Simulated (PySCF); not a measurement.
This PySCF input asks for the NMR shieldings of `N#C[Si]1(C2CC2)SCCS1`, C6H9NS2Si; the geometry comes from PBE0-D3(BJ)/def2-SVP.

```python
import basis_set_exchange as bse
import numpy as np
from pyscf import gto, dft
from pyscf.prop import nmr

atoms = """
N     0.863317    3.026667   -0.783494
C     0.502531    1.967408   -0.476182
Si   -0.049699    0.251786    0.013249
C     1.436124   -0.818832   -0.184315
C     2.817911   -0.280105    0.122126
C     2.435525   -0.553057   -1.289318
S    -0.848118    0.226580    1.992257
C    -2.588294    0.408623    1.446442
C    -2.895137   -0.513521    0.285171
S    -1.792294   -0.202096   -1.147749
H     1.260627   -1.870784    0.065816
H     3.512528   -0.961124    0.620206
H     2.911935    0.764997    0.433298
H     2.267449    0.305381   -1.947082
H     2.860496   -1.426619   -1.789777
H    -2.779409    1.458897    1.179811
H    -3.208469    0.153641    2.319710
H    -3.918822   -0.344204   -0.083197
H    -2.802196   -1.567278    0.586669
"""
names = dict.fromkeys(["N", "C", "Si", "S", "H"], "pcSseg-1")
basis = {el: gto.basis.parse(bse.get_basis(n, elements=[el], fmt="nwchem")) for el, n in names.items()}
mol = gto.M(atom=atoms, basis=basis, charge=0, verbose=0)
mf = dft.RKS(mol, xc="PBE0")
mf.grids.level = 2
mf.grids.alignment = dft.numint.BLKSIZE   # the property module wants whole blocks of grid points
mf.conv_tol = 1e-9
mf.kernel()

calc = nmr.RKS(mf)   # GIAO
C = mf.mo_coeff
Co = C[:, mf.mo_occ > 0]
resp = mf.gen_response(singlet=True, hermi=2)
def vind(x):   # induced exchange potential for any number of trial vectors
    d = np.einsum("pi,xij,qj->xpq", C, 2 * x.reshape(-1, C.shape[1], Co.shape[1]), Co, optimize=True)
    return np.einsum("xpq,pi,qj->xij", resp(d - d.transpose(0, 2, 1)), C, Co, optimize=True).ravel()
mo1, _ = nmr.rhf.solve_mo1(calc, with_cphf=vind)
sigma = calc.kernel(mo1)
for i, s in enumerate(sigma):   # ppm
    print("%2d %-2s %9.2f" % (i, mol.atom_pure_symbol(i), np.trace(s) / 3))
```

**Question.** Give the expected output.

**Answer.** 
```
 0 N    -101.31
 1 C      59.40
 2 Si    324.13
 3 C     186.43
 4 C     179.54
 5 C     179.94
 6 S     592.99
 7 C     142.62
 8 C     142.68
 9 S     597.55
10 H      31.60
11 H      30.39
12 H      30.46
13 H      30.47
14 H      30.39
15 H      28.50
16 H      28.28
17 H      28.24
18 H      28.59
```

These numbers come from an equivalent density-fitted implementation of the same equations, which agrees with the script to about 0.01 ppm for H and up to a few tenths of a ppm for heavy atoms, so last digits may differ.

**Question.** Turn these shieldings into chemical shifts. Referencing at the same level of theory: ¹⁵N (σref 265.67) vs NH3; ¹³C (σref 184.41), ²⁹Si (σref 351.99), ¹H (σref 31.27) vs TMS; ³³S (σref 495.66) vs CS2.

**Answer.** Averaging equivalent atoms: N 0: 367.0; C 1: 125.0; C 7/8: 41.8; C 4/5: 4.7; C 3: -2.0; Si 2: 27.9; S 6/9: -100; H 15/17: 2.90; H 16/18: 2.83; H 11/14: 0.88; H 12/13: 0.80; H 10: -0.34 ppm. Experimental scales use liquid or dissolved standards, which lie at an offset from isolated NH3 (liquid NH3: subtract about 20 ppm). Unscaled 15N shifts of sp2 nitrogen come out 20 to 40 ppm too high even then.

Size and cost of the density-fitted run: 236 basis functions, 84 s wall time on 1 thread of an Arm Neoverse N1, shared host.
